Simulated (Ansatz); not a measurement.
Ideal-gas functions of CH3F2NbS, SMILES `[CH3][Nb]([F])([F])=[S]` at 500 K and 1 bar, from an Ansatz frequency run at PBE0-D4/def2-TZVP.

Molar mass 178.0 g/mol, point group Cs (symmetry number 1), electronic degeneracy 1, moments of inertia 184.911, 248.866, 256.298 u Å². Harmonic wavenumbers (cm⁻¹, unscaled): 123, 158, 161, 174, 190, 193, 537, 552, 576, 631, 697, 724, 1189, 1401, 1408, 3023, 3117, 3136.

Use S(trans) = R[1.5 ln M + 2.5 ln T − 1.1517]; rotational temperatures θ = 24.2544 K / I; S(rot) = R[ln(√π/σ · √(T³/θAθBθC)) + 1.5]; for each mode x = 1.438777 ν̃/T, S = R[x/(eˣ − 1) − ln(1 − e⁻ˣ)] and H = RT x/(eˣ − 1); 1 cm⁻¹ = 0.0119627 kJ/mol; R = 8.31446 J/(mol·K).

Q: By hand: the entropy, in J/(mol·K).

A: Translation 184.2. Rotation: θ = 0.1312, 0.0975, 0.0946 K, giving 122.7. Vibration, mode by mode: 16.99, 14.94, 14.79, 14.15, 13.44, 13.31, 5.48, 5.29, 5.00, 4.41, 3.79, 3.57, 1.24, 0.75, 0.74, 0.01, 0.01, 0.01, in all 117.9. Electronic 0.0. Sum 424.8 J/(mol·K).

Q: By hand: H − E and G − E in kJ/mol, counted from the electronic energy.

A: Zero-point energy ½ × 17990 × 0.0119627 = 107.6; thermal vibration 29.6; translation, rotation and pV give 4 RT = 16.6. H − E = 153.8 kJ/mol, and G − E = 153.8 − 500 × 424.8/1000 = -58.6 kJ/mol.

Vibration gives 28 % of the entropy, 17.0 J/(mol·K) of it from the mode under 150 cm⁻¹: soft modes count most, and the harmonic formula is weakest for them.
